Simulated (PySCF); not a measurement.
Species: C8H6ClP.
SMILES: `C#CPC1=CC=C(Cl)C=C1`

Torsions of this conformer, `[CH:1]#[C:2][PH:3][c:4]1[cH:5][cH:6][c:7]([Cl:8])[cH:9][cH:10]1`: C2–P3–C4–C5 -10°.

The closed-shell ground state was solved at several levels (PySCF, density fitting, gas phase, non-relativistic). The structure is a single PBE0-D3(BJ)/def2-SVP conformer in the gas phase; no vibrational or solvent corrections.

| level | basis functions | HOMO (eV) | LUMO (eV) | gap (eV) | dipole (D) |
| --- | --- | --- | --- | --- | --- |
| CAM-B3LYP/def2-SVPD | 259 | -8.09 | -0.01 | 8.08 | 1.09 |
| HF/pcSseg-1 | 214 | -9.01 | 2.48 | 11.49 | 1.39 |

(1) Estimate the row for PBE0/pcSseg-1, a basis of 214 functions; the other rows only guide the guess.

(2) Over all these levels, which gives the widest orbital gap and which the narrowest?

(3) How far do the dipole and the HOMO energy spread over the levels?

Answers

(1) HOMO -6.92 eV, LUMO -1.04 eV, gap 5.88 eV, dipole 1.10 D.

(2) HF/pcSseg-1 (Hartree–Fock, all exact exchange) has the widest, 11.49 eV, and PBE0/pcSseg-1 (global hybrid, 25 % exact exchange) the narrowest, 5.88 eV. The two share the basis. From the narrowest to the widest the HOMO moves by -2.09 eV and the LUMO by +3.52 eV. The HOMO need not be the same orbital at Hartree–Fock and at DFT levels.

(3) The dipole runs from 1.09 to 1.39 D (mean 1.19 D) and the HOMO from -9.01 to -6.92 eV.
